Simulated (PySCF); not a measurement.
A structure optimised at PBE0-D3(BJ)/def2-SVP, used in a PySCF frequency run:

```xyz
9

Se     0.0942     0.2477     0.7058
F      1.3150     0.8278    -0.4471
C     -0.5737    -1.1554    -0.4454
C     -1.1208    -0.6447    -1.7624
H     -1.3459    -1.6483     0.1713
H      0.2411    -1.8811    -0.5878
H     -0.3451    -0.0837    -2.3028
H     -1.9793     0.0249    -1.6069
H     -1.4421    -1.4846    -2.3987
```

Problem. Write its SMILES and formula.

Solution. CC[Se]F, C₂H₅FSe

Problem. What are its rotational constants (standard atomic weights)?

Solution. 7.6547, 3.4499, 2.6252 GHz
